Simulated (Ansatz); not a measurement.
Reaction (substitution at a C–O bond): `NC[O][GeH3]` + `[AlH2][SH]` → `NC[S][AlH2]` + `[OH][GeH3]`

Calculated with Ansatz (gas phase, PBE0-D4/def2-TZVP geometries, no zero-point term in ΔE). CBS: MP2 limit from def2 TZ/QZ plus the TZ coupled-cluster correction, frozen cores. This one scheme is used for every species. For Ge outer-core shells are correlated without core-valence functions, which leaves a few kJ/mol of doubt a bond. Scalar relativity is left out up to krypton. One conformer a species, not always the lowest.

`NC[O][GeH3]`:

```xyz
11

N     1.661    0.024    1.371
C     0.728   -0.406    0.390
O    -0.243    0.592    0.102
Ge   -1.499    0.232   -1.109
H     1.190    0.253    2.237
H     2.154    0.851    1.058
H     0.231   -1.314    0.757
H     1.279   -0.665   -0.524
H    -2.313   -0.993   -0.647
H    -0.827   -0.071   -2.463
H    -2.360    1.496   -1.172
```

`[AlH2][SH]`:

```xyz
5

Al    0.531    0.367    0.086
S    -1.404   -0.496    0.603
H     1.169    1.352    1.142
H     1.196   -0.022   -1.294
H    -1.493   -1.200   -0.538
```

`NC[S][AlH2]`:

Z-matrix (Å, degrees):
```
C
S 1 1.833
N 1 1.439 2 110.2
H 1 1.097 2 108.1 3 -127.0
H 1 1.091 2 106.0 3 117.5
Al 2 2.168 1 101.3 3 110.4
H 3 1.012 1 111.2 2 -70.8
H 3 1.013 1 110.8 2 168.5
H 6 1.586 2 117.3 1 -1.1
H 6 1.580 2 118.2 1 179.2
```

`[OH][GeH3]`:

```xyz
6

O    -1.007    0.171   -0.917
Ge    0.234   -0.216    0.304
H    -0.902    1.051   -1.283
H    -0.109   -1.639    0.753
H     0.148    0.781    1.475
H     1.636   -0.149   -0.332
```

```json
{"species": "`NC[O][GeH3]`", "CCSD(T)/CBS(def2) energy (Eh)": "-2248.24755"}
{"species": "`[AlH2][SH]`", "CCSD(T)/CBS(def2) energy (Eh)": "-641.61836"}
{"species": "`NC[S][AlH2]`", "CCSD(T)/CBS(def2) energy (Eh)": "-736.16822"}
{"species": "`[OH][GeH3]`", "CCSD(T)/CBS(def2) energy (Eh)": "-2153.69723"}
```

(1) Work out ΔE.

Largest T1 diagnostic among the species: 0.012.

Results:

(1) ΔE = (-736.16822) + (-2153.69723) − (-2248.24755) − (-641.61836) = 0.00046 Eh = +0.01 eV.

In def2-TZVPP, CCSD(T) changes the Hartree–Fock value by −0.10 eV (the triples alone add −0.02 eV) and MP2 by −0.17 eV. The D4 term adds −0.03 eV with B3LYP and −0.02 eV with PBE0; it sums over pairs of atoms, weighted by their polarisabilities, and B3LYP, whose exchange is more repulsive, gets the larger term.

B3LYP here is the variant with VWN-RPA as its local correlation; programs differ in this.
